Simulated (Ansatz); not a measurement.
C₂H₆F₂Si₂, SMILES `C=C[SiH2][SiH](F)F`. The species carries charge 0 and has multiplicity 1. The geometry is a stationary point of PBE0-D4/def2-TZVP. It is one conformer, not always the lowest.

```xyz
12

C     0.389    0.565   -2.245
C    -0.068    0.913   -1.045
Si    0.710    0.348    0.546
Si   -0.771   -1.100    1.648
F    -0.210   -1.488    3.090
F    -2.159   -0.347    1.879
H    -0.096    0.889   -3.162
H     1.272   -0.056   -2.365
H    -0.958    1.539   -0.992
H     1.001    1.493    1.452
H     1.969   -0.389    0.250
H    -1.078   -2.369    0.944
```

What is the dipole moment at B3LYP/def2-TZVPP? (An estimate is asked.)

The calculation gave: 2.42 D, with components (0.76, 0.32, -2.28) D in this frame, pointing from negative to positive charge.

And with PBE, r2SCAN, ωB97M-V? (An estimate is asked.)

Ansatz gave: PBE 2.27 D, r2SCAN 2.34 D, ωB97M-V 2.43 D.

Give the Mulliken charges with B3LYP, ωB97M-V, PBE in def2-TZVPP. (Estimate.)

Computed: 
```csv
atom,B3LYP,ωB97M-V,PBE
C1,-0.19,-0.18,-0.17
C2,-0.21,-0.25,-0.16
Si3,0.20,0.12,0.13
Si4,0.73,0.67,0.65
F5,-0.31,-0.30,-0.27
F6,-0.32,-0.31,-0.27
H7,0.11,0.11,0.10
H8,0.10,0.10,0.09
H9,0.11,0.11,0.10
H10,-0.06,-0.01,-0.05
H11,-0.07,-0.02,-0.05
H12,-0.10,-0.06,-0.10
```

B3LYP here is the variant with VWN-RPA as its local correlation; programs differ in this.
